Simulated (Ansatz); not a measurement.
`C[O][Ge][S]C` + H–F → `C[S][Ge][F]` + CH₃OH at 600 K and 1 bar (ligand exchange at a Ge–O bond).

Computed with Ansatz on PBE0-D4/def2-TZVP structures; ΔE is electronic, products minus reactants. CCSD(T)/CBS adds triple-zeta CCSD(T) − MP2 to the extrapolated MP2 energy (def2 sets, frozen cores). This one scheme is used for every species. For Ge outer-core shells are correlated without core-valence functions, which leaves a few kJ/mol of doubt a bond. Scalar relativity is left out up to krypton. Each species was taken in one conformer, which may not be the lowest.

| species | CCSD(T)/CBS energy (Eh) | H − E (kJ/mol) | S (J/(mol·K)) |
| --- | --- | --- | --- |
| `C[O][Ge][S]C` | -2628.80748 | 277.3 | 475.1 |
| H–F | -100.39570 | 42.3 | 194.0 |
| `C[S][Ge][F]` | -2613.59497 | 155.6 | 401.1 |
| CH₃OH | -115.61712 | 163.6 | 277.3 |

H − E and S are ideal-gas, rigid-rotor, harmonic terms from PBE0-D4/def2-TZVP, for one conformer and one mirror image of each species. 1 Eh = 2625.50 kJ/mol, R = 8.31446 J/(mol·K).

Task: By hand: ΔE, ΔH, ΔS and ΔG.

Result: ΔE = (-2613.59497) + (-115.61712) − (-2628.80748) − (-100.39570) = -0.00891 Eh = -23.4 kJ/mol. Δ(H − E) = 155.6 + 163.6 − 277.3 − 42.3 = -0.4, so ΔH = -23.8 kJ/mol. ΔS = 401.1 + 277.3 − 475.1 − 194.0 = 9.3 J/(mol·K). ΔG = -23.8 − 600 × (9.3)/1000 = -29.4 kJ/mol.

Task: By hand: the equilibrium constant, and the temperature at which ΔG would vanish if ΔH and ΔS stayed fixed.

Result: log₁₀ K = −ΔG/(RT ln 10) = 2.6. ΔH and −TΔS have one sign here, so there is no such temperature.

The number of gas molecules stays the same, so ΔS is small and ΔH decides. A doubt of 5 kJ/mol in ΔE shifts log₁₀ K by 0.4 here. Other conformers and mirror images would add mixing entropy, several J/(mol·K) or more a flexible species. These are equilibria of isolated gas molecules and say nothing of rates. Largest T1 diagnostic: 0.015 (customary marks: 0.02 for closed shells, 0.045 for open ones).

ΔS is within the doubt of such terms, so its sign, and with it that verdict, could turn.
